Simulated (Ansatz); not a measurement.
```yaml
crystal:
  periodic: [false, false, false]
  atoms:
    - {symbol: N, position_ang: [-1.006097, 1.295257, 2.137250]}
    - {symbol: Ge, position_ang: [2.117111, -2.085993, -0.886448]}
    - {symbol: Ge, position_ang: [0.717018, 1.840968, 2.185177]}
    - {symbol: Ge, position_ang: [1.490565, 0.237378, -0.125357]}
    - {symbol: Ge, position_ang: [-0.176535, -1.956225, -2.331128]}
    - {symbol: Ge, position_ang: [1.521165, -1.330014, 2.045131]}
    - {symbol: Ge, position_ang: [-1.050512, 1.074194, -1.943568]}
    - {symbol: Ge, position_ang: [-1.374508, -0.454384, 2.278516]}
    - {symbol: Ge, position_ang: [-2.325041, -0.872111, -0.648283]}
    - {symbol: Ge, position_ang: [0.667400, 2.468184, -1.008574]}
    - {symbol: Ge, position_ang: [1.530642, 0.081964, -2.708706]}
    - {symbol: Ge, position_ang: [-1.777021, 1.901213, 0.350675]}
    - {symbol: Ge, position_ang: [-0.372159, -2.178705, 0.384290]}
basis:
  gaussian: {orbitals: x2c-TZVPPall, fitting: {mean_field: def2-universal-jkfit}}
magnetization: {spin_polarized: true, initial_magnetization: 1}
hamiltonian: {xc: {name: BLYP}}
scf: {lower_state_search: full}
output: {forces: true}
```

```sh
$ ansatz run in.yaml --threads 2 --pin off --events-out ev --progress --plain --max-ram 32768MiB --backend cuda --devices 0, --max-vram 18GiB
```

Shortened log:

```
Functional definition: BLYP
3269 factors; integrals over basis functions are off by at most 4.1e-1 eV
mean field evaluation 1: about -686845.5950 eV, gradient 8.7e1 eV
mean field evaluation 2: about -686845.5960 eV, gradient 8.7e1 eV
mean field evaluation 4: about -686599.0348 eV, gradient 1.9e2 eV
mean field evaluation 8: about -686859.1048 eV, gradient 3.8e1 eV
mean field evaluation 16: about -686868.7427 eV, gradient 9.7e-2 eV
mean field evaluation 32: about -686867.5873 eV, gradient 5.0e0 eV
mean field evaluation 64: about -686867.7643 eV, gradient 1.8e0 eV
mean field evaluation 96: about -686844.1042 eV, gradient 8.7e1 eV
mean field -686868.74275238 eV, -25241.9607197942 hartree, gradient 4.8e-5 eV, S^2 0.753225; 6 other end points of the search recorded, 0 dependent functions left out
reference -686868.74315583 eV, -25241.9607346207 hartree; 196, 195 occupied and 411, 412 virtual orbitals, 3269 factors
Total energy: -686868.74315583 eV, -25241.9607346207 hartree
Relativity: scalar
Atom 0 at    -1.006097     1.295257     2.137250 Å, force    -0.809300     1.824433    -0.809923 eV/Å
Atom 1 at     2.117111    -2.085993    -0.886448 Å, force     0.209234    -0.363977    -0.035115 eV/Å
Atom 2 at     0.717018     1.840968     2.185177 Å, force     1.142228     0.305269     0.129676 eV/Å
Atom 3 at     1.490565     0.237378    -0.125357 Å, force     0.214474    -0.001123     0.742263 eV/Å
Atom 4 at    -0.176535    -1.956225    -2.331128 Å, force    -0.258093     0.509304    -0.059726 eV/Å
Atom 5 at     1.521165    -1.330014     2.045131 Å, force    -0.094293     0.253595    -0.615040 eV/Å
Atom 6 at    -1.050512     1.074194    -1.943568 Å, force    -0.420160    -1.468788    -1.243708 eV/Å
Atom 7 at    -1.374508    -0.454384     2.278516 Å, force    -0.501664    -1.973882     0.426185 eV/Å
Atom 8 at    -2.325041    -0.872111    -0.648283 Å, force    -0.568924    -0.029447    -0.075983 eV/Å
Atom 9 at     0.667400     2.468184    -1.008574 Å, force     1.146304     0.813120     0.442758 eV/Å
Atom 10 at     1.530642     0.081964    -2.708706 Å, force     0.050688     0.114090    -0.292756 eV/Å
Atom 11 at    -1.777021     1.901213     0.350675 Å, force    -0.529589     0.325112     1.106730 eV/Å
Atom 12 at    -0.372159    -2.178705     0.384290 Å, force     0.419096    -0.307705     0.284639 eV/Å
Dipole moment:     0.165017     0.046558     0.087278 e Å
```

Hardware: 2 threads of AMD EPYC 7R13 on a shared host and a share (18 GiB) of an NVIDIA H100 80GB HBM3. Wall time 73 s, peak host memory 1.7 GiB.

DK, ANO-RCC and x2c sets are all-electron and run with scalar relativity unless a key says otherwise.
